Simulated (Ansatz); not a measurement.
**Nudged elastic band run: BH3O3**

Input file:

```yaml
crystal:
  periodic: [false, false, false]
  atoms:
    - { symbol: O, position_ang: [-1.111696, 0.804055, 0.321478] }
    - { symbol: B, position_ang: [-0.012612, -0.006823, 0.233803] }
    - { symbol: O, position_ang: [0.501319, -0.469813, 1.40662] }
    - { symbol: O, position_ang: [0.601465, -0.382154, -0.941274] }
    - { symbol: H, position_ang: [-1.449646, 1.113789, -0.523639] }
    - { symbol: H, position_ang: [1.269517, -1.029581, 1.245506] }
    - { symbol: H, position_ang: [0.201652, -0.029474, -1.742485] }
basis:
  gaussian: { orbitals: def2-SVP }
hamiltonian:
  xc: r2scan
  dispersion: d4
neb:
  order_check: false
  images: 5
  f_tol: 0.05
  max_iterations: 60
  initial_path: idpp
  final_atoms:
    - { symbol: O, position_ang: [-1.21557997, 0.87155698, 0.46170205] }
    - { symbol: B, position_ang: [-0.13946189, 0.09219182, 0.16382325] }
    - { symbol: O, position_ang: [0.52207154, -0.4724145, 1.22044383] }
    - { symbol: O, position_ang: [0.20221295, -0.07024503, -1.16094459] }
    - { symbol: H, position_ang: [-1.61521178, 1.22433756, -0.3416051] }
    - { symbol: H, position_ang: [1.27666564, -1.0162238, 0.97702837] }
    - { symbol: H, position_ang: [0.96930252, -0.62920402, -1.3204388] }
```

Launched with:

```bash
$ ansatz run input.yaml --threads 1 --pin off --max-ram 2048MiB --backend cpu --events-out ev --progress --plain --runs-dir out
```

Output, in part (warnings, iteration lines, the closing report on the highest movable image, with atoms numbered from 0):

```
NEB end point (image 0): max|allowed force component| = 3.389e-3 eV/Å (the criterion of neb.relax_end_points is 1.000e-2)
NEB end point (image 6): max|allowed force component| = 1.061e-2 eV/Å (the criterion of neb.relax_end_points is 1.000e-2)
NEB iter   1: max|band force component| = 1.843e0 eV/Å  barrier→ = 0.6593 eV  barrier← = 0.6593 eV  Δτ_max = 0.0420 Å  (175 SCF iters)
NEB iter   2: max|band force component| = 5.427e-1 eV/Å  barrier→ = 0.5731 eV  barrier← = 0.5731 eV  Δτ_max = 0.0289 Å  (135 SCF iters)
NEB iter   3: max|band force component| = 1.919e-1 eV/Å  barrier→ = 0.5551 eV  barrier← = 0.5551 eV  CI = image 3  Δτ_max = 0.0104 Å  (135 SCF iters)
NEB iter   4: max|band force component| = 5.282e-2 eV/Å  barrier→ = 0.5547 eV  barrier← = 0.5547 eV  CI = image 3  Δτ_max = 0.0038 Å  (140 SCF iters)
NEB iter   5: max|band force component| = 3.483e-2 eV/Å  barrier→ = 0.5547 eV  barrier← = 0.5548 eV  CI = image 3  Δτ_max = 0.0000 Å  (252 SCF iters)
Total energy: -6861.23194684 eV, -252.1456233363 hartree
Atom 0 at    -1.147785     0.810391     0.608381 Å, force     0.012010     0.010842    -0.003922 eV/Å
Atom 1 at    -0.071938     0.039209     0.261209 Å, force    -0.030568    -0.034844     0.009240 eV/Å
Atom 2 at     0.609402    -0.542858     1.295463 Å, force     0.009575     0.012724    -0.004958 eV/Å
Atom 3 at     0.290650    -0.144699    -1.028265 Å, force     0.006246     0.006859    -0.001785 eV/Å
Atom 4 at    -1.570986     1.178391    -0.174274 Å, force     0.000480     0.000065     0.000520 eV/Å
Atom 5 at     1.346156    -1.068166     0.966346 Å, force    -0.000240     0.000618     0.000246 eV/Å
Atom 6 at     0.544498    -0.272269    -1.928852 Å, force     0.002498     0.003736     0.000659 eV/Å
Dipole moment:     0.228898    -0.112682    -0.807436 e Å
```

The forces met the threshold. A vibrational analysis at the climbing image gives 2 clearly imaginary modes (830i, 620i cm⁻¹): a point of higher order, so a lower path passes nearby.

Final band (atoms are numbered from 1 in the order of the input):

```csv
image,path coordinate (Å),energy (kJ/mol),angle B2–O4–H7 (°)
0,0.00,0.0,115
1,0.27,7.2,127
2,0.55,32.4,149
3,0.82,53.5,180
4,1.09,32.4,149
5,1.37,7.2,127
6,1.64,0.0,115
```

Time of the run: 47 s on 1 thread of Intel(R) Xeon(R) Platinum 8488C (Sapphire Rapids) (shared host), peak memory 0.14 GiB.
